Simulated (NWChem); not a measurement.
System: C$_{3}$H$_{7}$O, doublet; SMILES C([O])(C)C

The following NWChem deck was run.

```
start job
memory heap 200 mb stack 900 mb global 1100 mb
geometry units angstroms noautosym nocenter noautoz
  C     -0.628947     0.084462     1.280357
  C      0.115765    -0.293352     0.000000
  C     -0.628947     0.084462    -1.280357
  O      1.412222     0.110834     0.000000
  H     -0.780809     1.174516     1.319447
  H     -1.616148    -0.399080     1.328691
  H     -0.042767    -0.212623     2.161403
  H      0.234455    -1.409224     0.000000
  H     -0.780809     1.174516    -1.319447
  H     -1.616148    -0.399080    -1.328691
  H     -0.042767    -0.212623    -2.161403
end
basis spherical
  * library 6-311g**
end
dft
  odft
  mult 2
  xc pbe0
  iterations 150
end
cosmo
  do_cosmo_smd true
  solvent water
end
task dft energy
```

In the optimisation the excess spin sits in a' (Cs, its own frame). The geometry was optimised at PBE0/def2-SVP, spin-unrestricted. No stability test was run on the SCF state. Solvent: water.

Solvent water, SMD (1 M gas to 1 M solution), gas-phase geometry. Reactions with the solvent are ignored.

Task: What results follow from this input? (PBE0/6-311G** (spherical d), spin-unrestricted, SMD on the gas-phase geometry.) Quantities: basis functions; solvation free energy (kcal/mol); cavity-dispersion-structure term (kcal/mol); dipole in solution (D).

Result: 
```
Quantity                                     Result
-------------------------------------------  ------
number of basis functions                       114
solvation free energy (kcal/mol)               -2.5
cavity-dispersion-structure term (kcal/mol)     2.6
dipole in solution (D)                         2.82
```
